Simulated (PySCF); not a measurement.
Gas-phase equilibrium of 1 mol HCl, 0.98 mol O2 at 1400 K and 1.01 bar, among 14 species (ClO, O2, HCl, O, HO2, H2O, H, HOCl, H2O2, O3, H2, Cl, Cl2, OH). Only gases are allowed; each row takes one source of thermochemistry for all species, and Cantera finds the minimum.

Method: PySCF energies (xtb for GFN2) plus ideal-gas RRHO corrections (1 bar). Table values come from the NASA 1993 polynomials. After a fit of one offset per element over all species, the range-separated, M06-2X, PBE0/def2-QZVP and CCSD(T)/def2-TZVPP enthalpies, where run, lie to one side of the table for O3 (+19 kJ/mol): a fault of the table's entry, another state or a shared error of the levels is possible; this was not checked at source. S°(298 K) at PBE0/def2-TZVP differs from the NASA 1993 table for H2O2 (-8 J/mol/K); whether the harmonic model or the table's entry is off was not settled. † marks an energy on the PBE0/def2-TZVP geometry and frequencies; other levels use their own. Open shells (unrestricted) among the columns below: O2 (multiplicity 3), Cl (multiplicity 2, electronic degeneracy 6); the rest are closed-shell singlets. GFN2 has no spin-polarisation term. Spin-orbit splitting is ignored; it lowers the true energy and changes the entropy of Cl. B3LYP is the form with VWN-RPA correlation. No R ln 2 is added for the mirror-image form of H2O2. The harmonic model lacks anharmonicity and excited electronic states, which grow with temperature; levels with a mode under 35 cm⁻¹ are left out. Strong static correlation: O3. Internal rotation in H2O2 is treated as a harmonic vibration of one conformer, which makes the entropy rough. The table's entry may be an old estimate for HOCl (not checked at source). Warning, point group unlike the PBE0 one: H2O2 (GFN2-xTB).

Molecules larger than those listed are left out.

Mole fractions:

```
thermochemistry      x O2   x HCl     x O3  x Cl2  x H2O  x HOCl    x Cl   x H2O2
-----------------  ------  ------  -------  -----  -----  ------  ------  -------
table                0.48    0.38  4.5e-10  0.065  0.069  7.7e-5  0.0072   5.6e-9
B3LYP/def2-TZVP†     0.48    0.44  4.2e-12  0.028  0.033  3.2e-5   0.010  6.8e-10
GFN2-xTB           0.0033  0.0044     0.31   0.29   0.29   0.085  0.0015   0.0099
PBE0/def2-TZVP       0.49    0.45  2.6e-12  0.031  0.033  3.0e-5  0.0050  6.8e-10
r2SCAN/def2-TZVP†    0.49    0.46  9.3e-12  0.020  0.022  1.9e-5  0.0042  3.3e-10
```
The most sensitive of these is O3: it spans a factor of 10^11.1 over these rows; at this temperature one factor of ten is RT ln 10 = 27 kJ/mol.
